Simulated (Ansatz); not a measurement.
Species: C$_{3}$H$_{6}$Se, SMILES `C=CC[SeH]` (C–C–C–Se torsion -114°, C–C–Se–H torsion -71°) (charge 0, multiplicity 1).

Task: Give a relaxed geometry from PBE0-D4/def2-TZVP (Ansatz, a first-principles code).

Result: One answer among several that fit: the end point of this relaxation, one of several conformers (outside a Z-matrix the atoms follow the SMILES, hydrogens last).
Bond lengths (Å): C1–C2 1.326, C1–H5 1.086, C1–H6 1.083, C2–C3 1.482, C2–H7 1.088, C3–Se4 1.971, C3–H8 1.090, C3–H9 1.091, Se4–H10 1.469. Bond angles (°): C2–C1–H5 121.4, C2–C1–H6 121.5, H5–C1–H6 117.1, C1–C2–C3 124.3, C1–C2–H7 119.5, C3–C2–H7 116.1, C2–C3–Se4 112.9, C2–C3–H8 112.4, C2–C3–H9 111.5, Se4–C3–H8 106.7, Se4–C3–H9 104.5, H8–C3–H9 108.3, C3–Se4–H10 95.0.
